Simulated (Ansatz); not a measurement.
Correlation energies of `FBC(F)Cl` by basis set

Cartesian coordinates in Å:
```
F -1.819 -0.149 0.651
B -0.767 0.480 0.168
C 0.602 -0.302 0.094
F 1.706 0.481 0.162
Cl 0.409 -0.938 -1.581
H -0.868 1.599 -0.233
H 0.736 -1.171 0.739
```

Total charge 0; spin multiplicity 1. The structure was optimised at the PBE0-D4/def2-TZVP level. It is one conformer, not always the lowest. Frozen core, restricted reference, Ansatz 0.2.0. CBS rows extrapolate triple and quadruple zeta; past MP2 they add the triple-zeta difference.

| basis | HF (Eh) | MP2 corr. | CCSD corr. | (T) | CCSD(T) total |
| --- | --- | --- | --- | --- | --- |
| def2-SVP | -721.77862 | -0.71471 | -0.74909 | -0.01651 | -722.54422 |
| def2-TZVPP | -722.26169 | -0.94522 | -0.97574 | -0.03497 | -723.27240 |
| def2-QZVPP | -722.28594 | -1.03061 | – | – | – |
| CBS(def2) | -722.28928 | -1.09385 | -1.12437 | as TZ | -723.44862 |
